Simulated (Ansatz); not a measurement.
Compare A (`C=C([SiH3])C[SiH3]`) with its isomer B (`[SiH3]C[SiH]1CC1`).

Computed with Ansatz on PBE0-D4/def2-TZVP structures; ΔE is electronic, products minus reactants. CBS: MP2 limit from def2 TZ/QZ plus the TZ coupled-cluster correction, frozen cores. DFT in def2-TZVPP. B3LYP here is the variant with VWN-RPA as its local correlation; programs differ in this. Each species was taken in one conformer, which may not be the lowest.

A:

```xyz
15

C     1.705    0.828    0.093
C     0.503    0.439   -0.334
Si    0.370   -0.506   -1.943
C    -0.751    0.735    0.437
Si   -1.166   -0.658    1.641
H     2.611    0.593   -0.454
H     1.830    1.401    1.011
H    -0.460    0.266   -2.909
H     1.728   -0.716   -2.507
H    -0.295   -1.822   -1.742
H    -0.642    1.652    1.025
H    -1.610    0.880   -0.227
H    -0.098   -0.750    2.670
H    -1.259   -1.958    0.927
H    -2.467   -0.384    2.313
```

B:

Z-matrix (Å, degrees):
```
Si
C 1 1.874
H 1 1.488 2 110.2
H 1 1.486 2 110.0 3 119.6
H 1 1.489 2 111.2 3 -120.1
Si 2 1.863 1 113.4 3 -54.2
H 2 1.095 1 108.9 3 -175.0
H 2 1.095 1 109.4 3 68.1
C 6 1.843 2 120.2 1 -80.3
C 6 1.843 2 121.5 1 -139.1
H 6 1.480 2 114.1 1 68.7
H 9 1.085 6 120.2 2 145.5
H 9 1.086 6 119.4 2 -0.6
H 10 1.086 6 119.5 2 -2.2
H 10 1.085 6 119.9 2 -148.2
```

(1) Which is lower in electronic energy at CCSD(T)/CBS, and by how much? (Best estimate.)

(2) Give E(B) − E(A) in kcal/mol with B2PLYP, CCSD/def2-TZVPP, HF/def2-TZVPP, ωB97M-V, PBE-D4, B3LYP, MP2/def2-TZVPP. (An estimate is asked.)

Largest T1 diagnostic: 0.011.

## Answers

(1) Ansatz gave: B, by 2.0 kcal/mol.

(2) Computed: B2PLYP -1.3, CCSD/def2-TZVPP -1.3, HF/def2-TZVPP 4.2, ωB97M-V -4.0, PBE-D4 -4.8, B3LYP -0.7, MP2/def2-TZVPP -3.8. The order is the other way round with HF/def2-TZVPP.

The D4 term adds +1.1 kcal/mol with B3LYP and +0.6 kcal/mol with PBE0; it sums over pairs of atoms, weighted by their polarisabilities, and B3LYP, whose exchange is more repulsive, gets the larger term. In def2-TZVPP, CCSD(T) changes the Hartree–Fock value by −5.6 kcal/mol (the triples alone add −0.1 kcal/mol) and MP2 by −8.0 kcal/mol.
